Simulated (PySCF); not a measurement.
Compound: C3H8GeOSi.
Atom-mapped SMILES: `[CH:1]#[C:2][CH2:3][GeH2:4][O:5][SiH3:6]` (hydrogens: H7 on C1; H8, H9 on C3; H10, H11 on Ge4; H12, H13, H14 on Si6)

Cartesian coordinates in Å at the PBE0-D3(BJ)/def2-SVP level; atoms count from 1:
```
atom  x, y, z in Å
C1     3.426    0.499   -0.866
C2     2.290    0.076   -0.842
C3     0.926   -0.397   -0.743
Ge4    0.154    0.187    0.972
O5    -1.513   -0.434    1.059
Si6   -2.937   -0.205    0.250
H7     4.435    0.865   -0.901
H8     0.876   -1.497   -0.786
H9     0.302   -0.004   -1.561
H10    0.119    1.724    1.043
H11    0.902   -0.446    2.152
H12   -3.452    1.187    0.444
H13   -2.759   -0.427   -1.222
H14   -3.939   -1.178    0.770
```

Computed with core-valence-separated Tamm–Dancoff BHandHLYP/aug-pcX-1 (pcseg-1 on H, def2-SVPD on Si, def2-SVPD on Ge) in PySCF, non-relativistic, gas phase, PBE0-D3(BJ)/def2-SVP geometry. BHandHLYP without relativity tends to put these K edges a few eV too low, so spacings mean more than positions.

The lowest roots of each edge with f over 0.003 (five at most, numbered afresh; weaker and dark ones are left out), with transition dipoles (au) in the frame of the coordinates:

| root | edge | E (eV) | f | μx | μy | μz |
| --- | --- | --- | --- | --- | --- | --- |
| 1 | C | 283.62 | 0.0621 | -0.0303 | 0.0792 | -0.0417 |
| 2 | C | 283.69 | 0.0606 | -0.0104 | 0.0400 | 0.0837 |
| 3 | C | 283.86 | 0.0536 | -0.0283 | 0.0741 | -0.0377 |
| 4 | C | 283.92 | 0.0541 | -0.0076 | 0.0374 | 0.0795 |
| 5 | C | 285.79 | 0.0089 | -0.0336 | -0.0120 | 0.0014 |
| 6 | O | 531.62 | 0.0102 | -0.0160 | -0.0183 | 0.0140 |
| 7 | O | 533.06 | 0.0285 | -0.0426 | -0.0091 | -0.0167 |
| 8 | O | 533.48 | 0.0121 | -0.0175 | -0.0033 | 0.0247 |
| 9 | O | 533.66 | 0.0147 | -0.0158 | 0.0290 | -0.0058 |
| 10 | O | 533.87 | 0.0064 | 0.0055 | 0.0135 | 0.0166 |

Question: Molecules are fixed in this frame and the field points along (1, 0, −1)/√2. What effective strengths 3 f cos²θ do the roots have (θ between field and μ)?

Answer: root 1 (C1): 0.001, root 2 (C1): 0.092, root 3 (C2): 0.001, root 4 (C2): 0.079, root 5 (C1): 0.013, root 6 (O5): 0.018, root 7 (O5): 0.013, root 8 (O5): 0.035, root 9 (O5): 0.002, root 10 (O5): 0.002. Root 2 is the strongest. Averaged over all orientations cos²θ is 1/3, which gives f back.

 The BHandHLYP/aug-pcX-1 (pcseg-1 on H, def2-SVPD on Si, def2-SVPD on Ge) calculation is non-relativistic and has no spin–orbit coupling, an omission that weighs most on germanium.

Cost: about 50 s of CPU time on one thread; the machine was shared, so the figure is rough.

One conformer stands for the species.
